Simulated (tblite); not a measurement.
A tight-binding relaxation on `C[Si@@H](F)[C@@H](Br)[SiH2]C[SiH3]`.

Computed with GFN2-xTB geometry optimisation, gas phase (tblite 0.8.0). Start geometry: from a force field or distance geometry. The command runs a driver script over a list of jobs; the input below is this job's line of settings and its coordinates in Å.

Command:
```bash
OMP_NUM_THREADS=1 python probes_run.py task.json out
```

Input:
```
{"job": {"kind": "relax", "xc": "GFN2-xTB", "basis": "xTB"}, "charge": 0, "multiplicity": 1}
C     -3.504700     0.537900    -0.104300
Si    -1.904300    -0.069700    -0.796100
F     -0.991800     1.133300    -1.533600
C     -0.916700    -0.837900     0.603900
Br    -1.445300    -2.718200     0.657400
Si     0.895200    -0.847700     0.233200
C      1.736300     0.784200     0.497300
Si     3.493800     0.576500    -0.140800
H     -3.306900     1.437100     0.500100
H     -4.257900     0.711000    -0.911700
H     -3.949100    -0.221500     0.566400
H     -2.198800    -1.190100    -1.716500
H     -1.182700    -0.428500     1.604300
H      1.529100    -1.811700     1.154500
H      1.091900    -1.206100    -1.173700
H      1.755900     1.096900     1.587200
H      1.256000     1.622500    -0.040200
H      4.479400     0.780400     0.920800
H      3.707300    -0.805100    -0.630500
H      3.708400     1.467300    -1.281000
```

Output:
```
step      E/eV     max force
  0    -723.07956    1.758
  1    -723.23908    0.890
  2    -723.28260    0.505
  3    -723.31810    0.669
  4    -723.35819    0.554
  5    -723.38713    0.435
  6    -723.41125    0.399
  7    -723.42817    0.297
  8    -723.44088    0.290
  9    -723.45230    0.262
... (187 lines left out)
197    -723.63603    0.025
198    -723.63613    0.023
199    -723.63621    0.018
200    -723.63627    0.022
201    -723.63631    0.018
202    -723.63637    0.022
203    -723.63642    0.015
204    -723.63647    0.012
205    -723.63651    0.012
206    -723.63655    0.010
```

«max force» is the largest atomic force in eV/Å.

Question: From which step on does the largest force stay under 0.1 eV/Å, and how much energy is left to gain from there?

Answer: From step 90 (0.094 eV/Å), 33.4 meV above the end.

In short: energy lowered by 12.8 kcal/mol over 206 steps; largest atomic force 0.010 eV/Å at the end.

Question: Where do the atoms end?

Answer: 0.564 Å rms from the input after alignment:
```
atom  x, y, z in Å
C1    -3.6992    0.3996   -0.1117
Si2   -1.9498    0.0098   -0.7066
F3    -1.2415    1.4088   -1.1245
C4    -0.8868   -0.7175    0.6891
Br5   -1.6342   -2.5083    1.0660
Si6    0.9810   -0.9820    0.3687
C7     1.8094    0.6958    0.1150
Si8    3.6759    0.5806   -0.2047
H9    -3.6895    1.1603    0.6655
H10   -4.3085    0.7744   -0.9285
H11   -4.1909   -0.4803    0.2914
H12   -1.8668   -0.8135   -1.9029
H13   -1.0366   -0.1692    1.6188
H14    1.5058   -1.6805    1.5486
H15    1.0861   -1.8487   -0.8099
H16    1.6407    1.3227    0.9908
H17    1.3353    1.2106   -0.7194
H18    4.3242   -0.0365    0.9541
H19    3.9164   -0.2392   -1.3929
H20    4.2239    1.9238   -0.4098
```

Hardware: one thread of an Arm Neoverse N1, no GPU, shared host with 64 logical CPUs at a one-minute load of 61. Cost: 4.2 s wall.
Labels such as C1 count atoms from 1, the log's own numbers from 0.
